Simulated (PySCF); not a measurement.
## 15N chemical shifts

PySCF 2.14.0 with density-fitted response routines calculation with shieldings: GIAO PBE0/pcSseg-1 and coordinates at the GFN2-xTB level; fast rotation and ring inversion assumed for equivalent nuclei, no relativistic terms, no solvent, single conformer.

Shieldings were converted by a linear fit to measured shifts: 15N: δ = -148.07 − 0.921σ (rms 6.3 ppm, 71 shifts vs CH3NO2, solution or neat liquid). A few per cent of atoms miss by over 2 rms, more outside the fitted compound classes.

Question: Give the 15N shifts of `CSc1cnn(C)n1`, `C[Si@@H]1CCC[C@]1(F)C#N`, `C=C(C)[C@@H]1CC[Si]1(N)N`, `CC[C@@H]1C[C@H](C#N)[Si@H]1F`.

Answer: 
```tsv
compound	environment	δ (ppm)
[CH3:1][S:2][c:3]1[cH:4][n:5][n:6]([CH3:7])[n:8]1	N5: pyridine-type nitrogen of an azole	-53.3
[CH3:1][S:2][c:3]1[cH:4][n:5][n:6]([CH3:7])[n:8]1	N8: pyridine-type nitrogen of an azole	-75.3
[CH3:1][S:2][c:3]1[cH:4][n:5][n:6]([CH3:7])[n:8]1	N6: pyrrole-type ring nitrogen	-150.8
C[Si@@H]1CCC[C@]1(F)C#N	nitrile nitrogen	-102.7
[CH2:1]=[C:2]([CH3:3])[C@@H:4]1[CH2:5][CH2:6][Si:7]1([NH2:8])[NH2:9]	N8: nitrogen bonded to Si, 2 H	-370.1
[CH2:1]=[C:2]([CH3:3])[C@@H:4]1[CH2:5][CH2:6][Si:7]1([NH2:8])[NH2:9]	N9: nitrogen bonded to Si, 2 H	-371.3
CC[C@@H]1C[C@H](C#N)[Si@H]1F	nitrile nitrogen	-119.5
```

Question: Match the shifts -38.3, -76.7, -112.2, -349.3 ppm to `CC[Si@@H]1C[C@H](C#N)[C@@H]1F`, `NCC#CC[Si@@H]1C[C@H]1F`, `C1=NCCC1`, `N=C1CCC1`.

Answer: -38.3: C1=NCCC1 (imine nitrogen); -76.7: N=C1CCC1 (imine nitrogen); -112.2: CC[Si@@H]1C[C@H](C#N)[C@@H]1F (nitrile nitrogen); -349.3: NCC#CC[Si@@H]1C[C@H]1F (amine nitrogen).
